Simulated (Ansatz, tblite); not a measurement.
Cost and result up the ladder for Ga5As4H16⁻, a cluster cut from zinc blende GaAs (hydrogen-capped) (25 atoms). Total charge -1; singlet. Geometry: PBE-D4/def2-SVP.

```xyz
25

Ga   -0.320   -2.341    1.987
Ga    3.020   -0.589    0.239
Ga   -0.336   -1.542   -2.185
Ga   -2.964    0.854    0.139
Ga    0.376    2.606   -1.610
As    0.983   -1.971   -0.095
As   -1.593   -0.154    2.012
As    1.929    1.693    0.166
As   -1.254    0.733   -1.659
H     0.606   -2.356    3.280
H    -1.439   -3.450    1.778
H     3.633   -0.765    1.696
H     3.958   -0.624   -1.044
H    -1.542   -2.575   -2.243
H     0.677   -1.409   -3.404
H    -4.135   -0.193   -0.105
H    -3.290    2.353    0.556
H     1.259    2.638   -2.932
H    -0.262    3.942   -1.029
H     1.588   -3.359   -0.330
H    -2.458   -0.140    3.276
H    -0.623    0.926    2.493
H     3.029    2.735    0.396
H     1.245    1.909    1.517
H    -2.085    1.080   -2.898
```

Ansatz on 2 threads of AMD EPYC 7R13 on a shared host and a share (18 GiB) of an NVIDIA H100 80GB HBM3; xTB runs through tblite on one thread. Times are rough, summed over both states, and most runs start from the orbitals of an earlier one. PBE0-D4/def2-TZVP serves as the yardstick here, not as an exact answer. The other state is a doublet.

The xTB rows come from tblite. Single mean-field runs in def2-TZVP are fitted with def2-universal-jkfit. HOMO above LUMO, or a gap near zero within one spin, warns that the state may not be the lowest or that an electron is smeared out.

Raw xTB energies of ions are shifted by several eV.

```tsv
level	functions	vertical IE (eV)	difference from PBE0-D4/def2-TZVP (eV)	remarks
PBE0-D4/def2-TZVP	528	5.33	0.00	–
PBE-D4/def2-TZVP (with forces)	528	4.87	-0.46	gap within one spin near zero (doublet)
GFN1-xTB	113	9.37	4.04	–
B97M-V/def2-TZVP (with forces)	528	5.18	-0.15	gap within one spin near zero (doublet)
GFN2-xTB	97	9.31	3.98	–
```

Question: Estimate how long each takes.

Answer: GFN2-xTB 0.11 s; GFN1-xTB 0.14 s; PBE-D4/def2-TZVP (with forces) 21 s; B97M-V/def2-TZVP (with forces) 35 s; PBE0-D4/def2-TZVP 36 s. On shared hardware such times vary by a factor of up to 3.
